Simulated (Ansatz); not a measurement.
Basis sets compared for the cluster Y₂F₆ (the lowest singlet isomer of a short search). Total charge 0; singlet. Geometry PBE0-D4/def2-SVP. Ansatz on 4 threads of Arm Neoverse V2 on a shared host; times are rough, and most runs start from earlier orbitals.

```tsv
atom	x (Å)	y (Å)	z (Å)
Y1	1.6586	-0.5644	-0.1192
Y2	-1.6589	0.5637	0.1183
F3	0.2307	0.8752	-0.9357
F4	-0.2322	-0.8789	0.9316
F5	2.1687	-2.0251	-1.3641
F6	-3.1040	-0.2316	-0.9875
F7	3.0980	0.2374	0.9893
F8	-2.1609	2.0237	1.3672
```

In the def2 sets Y takes a core potential, while STO-3G treats all electrons; there is no spin–orbit coupling. No other spin state of charge 0 was run. The structure comes from a short search, and lower isomers may exist.

STO-3G and 6-31G are all-electron sets without relativity, so their totals don't compare with the def2 sets.

```json
{"level": "HF/STO-3G", "functions": "84", "energy (Eh)": "-7183.9271", "HOMO (eV)": "-10.66", "LUMO (eV)": "4.45", "wall time": "0.8 s"}
{"level": "PBE-D4/def2-SVP", "functions": "146", "energy (Eh)": "-675.3149", "HOMO (eV)": "-8.63", "LUMO (eV)": "-2.51", "wall time": "1.8 s"}
{"level": "PBE0-D4/def2-SVP", "functions": "146", "energy (Eh)": "-675.2734", "HOMO (eV)": "-10.64", "LUMO (eV)": "-1.76", "wall time": "2.5 s"}
```

Q: Estimate the rows for HF/def2-TZVP, PBE-D4/def2-TZVP (with forces), PBE0-D4/def2-TZVP.

A: 
```csv
level,functions,energy (Eh),HOMO (eV),LUMO (eV),wall time
HF/def2-TZVP,266,-673.3068,-15.95,0.43,3 s
PBE-D4/def2-TZVP (with forces),266,-676.0520,-8.83,-2.62,3.8 s
PBE0-D4/def2-TZVP,266,-676.0079,-10.79,-1.85,4.8 s
```
